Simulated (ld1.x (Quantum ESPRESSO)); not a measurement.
# Transferability test, TM potential for rhodium

* Element: Rh
* Generator: ld1.x (Quantum ESPRESSO) 7.5
* Type: norm-conserving Troullier–Martins (Kleinman–Bylander form)
* Functional: PBE
* Relativity: scalar-relativistic
* Frozen core: [Ar] 3d10 4s2
* Valence charge: 15
* Reference configuration: 4p6 4d8 5s0.5 5p0.5
* Partial waves: 4p (bound): rc 1.30 bohr; 4d (bound): rc 1.40 bohr; 5s (bound): rc 2.50 bohr
* Local potential: the s channel
* Core correction: a·sin(br)/r model core inside 1.25 bohr

Occupied shells without a wave of their own: 5p. They enter only through the test configuration that unscreens the potential, and ld1.x also counts them in the model core charge.

Energies are relative to the spin-unpolarised reference configuration 4p6 4d8 5s0.5 5p0.5; without spin polarisation the order of configurations can differ from experiment.

ld1.x takes every shell without a wave as core, so the model core holds the 5p electrons as well and exchange and correlation see them twice. This cancels in the reference configuration, but the file is broken for other ones, and its errors say nothing about a proper core correction.

| valence configuration | charge | ΔE all-electron (eV) | error AE − PS (meV) |
| --- | --- | --- | --- |
| 4p6 4d8 5s1 5p0 | 0 | -1.760 | +135 |
| 4p6 4d8 5s0 5p0 | +1 | 5.701 | +352 |
| 4p6 4d7 5s0 5p0 | +2 | 25.211 | +640 |
| 4p6 4d8 5s0.5 5p0 | +0.5 | 1.159 | +248 |
| 4p6 4d5 5s0 5p0 | +4 | 104.663 | +568 |
| 4p6 4d8 5s0 5p1 | 0 | 1.844 | -214 |
| 4p5 4d8 5s1 5p0 | +1 | 54.874 | +175 |

These tests converged, but a pseudo level misses the all-electron one widely, so the file describes the atom poorly there or has found another state: 4p6 4d5 5s0 5p0: empty 5p by 3.6 eV.

The potential misses its own reference levels by up to 0.4 eV.
